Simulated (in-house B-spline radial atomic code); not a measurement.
A fraction x of an electron is added to 3p in S, starting from [Ne] 3s2 3p4 and keeping the highest spin. Level of theory: non-relativistic PBE, spin-polarised, spherical fractional occupations, point nucleus; calculated with a radial B-spline atomic code at the basis-set limit.

```csv
x,E(x) - E(0) (eV),3p down level (eV)
0,0.0000,-5.991
0.1,-0.5588,-5.187
0.2,?,?
0.3,-1.4392,-3.629
0.4,?,?
0.5,-2.0154,-2.146
0.6,-2.1943,-1.437
0.7,-2.3035,-0.753
0.8,-2.3458,-0.098
```

Q: What belongs in the row x = 0.2?

A: An energy change of -1.0380 eV; 3p down at -4.400 eV.

Q: What belongs in the row x = 0.4?

A: An energy change of -1.7644 eV; 3p down at -2.877 eV.

Q: Check Janak's theorem between x = 0.5 and 0.6.

A: The slope of the energy is -1.79 eV; the orbital levels give -1.79 eV (ε of the filling orbital, averaged over the two points).

Q: Up to what added charge does this functional bind the extra electron?

A: The highest level rises by about 6.5 eV per electron near x = 0.8 and would reach zero near x = 0.81, so a whole extra electron isn't bound at the basis-set limit.
